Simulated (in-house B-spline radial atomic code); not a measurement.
**RPA and G0W0 on PBE0: the krypton ion Kr⁶⁺**

Configuration [Ar] 3d10 4s2, mean-field start PBE0. Computed with a B-spline radial code for spherical atoms: all electrons, non-relativistic, point nucleus, each spin shell either full or empty, empty states to l = 9 with an (l + 1/2)⁻⁴ tail; G0W0 by contour deformation at full frequency.

Command:
```bash
python run_gw.py task.json out
```
Settings (radii: box in bohr, nucleus in fm):
```
Z                        36
electrons                30
configuration            [Ar] 3d10 4s2
hamiltonian              nr
method                   pbe0
lmax                     9
spin_polarised           False
box_radius               9.29
intervals                50
ion_configuration        [Ar] 3d10 4s1
```

Time taken, with all properties: 5.6 s on 1 thread of Arm Neoverse N1 (shared host).

Energies (hartree):

```json
{"term": "mean-field total", "value": "-2743.71528"}
{"term": "Hartree-Fock functional on these orbitals", "value": "-2742.44910"}
{"term": "direct second order", "value": "-2.5369"}
{"term": "second-order exchange", "value": "0.73878"}
{"term": "SOSEX correction", "value": "0.6829"}
```

(1) What is the RPA correlation energy, and what remains with SOSEX?

Quasi-particle levels (eV):

| level | occupied | mean field | Σx - vxc | Σc | QP weight | G0W0 |
| --- | --- | --- | --- | --- | --- | --- |
| 4s | yes | -102.18 | -3.45 | ? | ? | ? |
| 3d | yes | -180.58 | -15.37 | 3.30 | 0.952 | -192.65 |
| 3p | yes | -293.64 | -24.52 | 8.43 | 0.874 | -309.73 |
| 4p | no | -82.40 | 6.19 | -1.75 | 0.966 | -77.96 |

G0W0 = mean field + (Σx - vxc) + Σc, with Σc (partial-wave tail included) taken at the quasi-particle energy. Only the outer levels were computed. Levels of low weight are left out.

(2) Where does G0W0 put 4s?

(3) What does it cost to remove one electron (to [Ar] 3d10 4s1) by differences of total energies, each species on its own start (correlation terms add to the Hartree-Fock functional)?

Results:

(1) RPA gives -2.2405 hartree (-2.03 eV per electron); RPA + SOSEX gives -1.5576, and the second-order doubles -1.7982 hartree (no singles). SOSEX takes back 30 % of the RPA value.

(2) At -108.08 eV, with Σc = -2.45 eV and a quasi-particle weight of 0.968. The tabulated removal energy is 109.13 ± 0.05 eV (NIST, tabulated theory); the calculation leaves out relativity, Breit and QED terms, and what these don't explain is the method's own error.

(3) PBE0 107.65 eV, Hartree-Fock functional 105.34 eV, + RPA 107.92 eV, + RPA + SOSEX 107.32 eV, + second order 108.15 eV. Tabulated: 109.13 ± 0.05 eV (NIST, tabulated theory); the calculation leaves out relativity, Breit and QED terms, and what these don't explain is the method's own error.
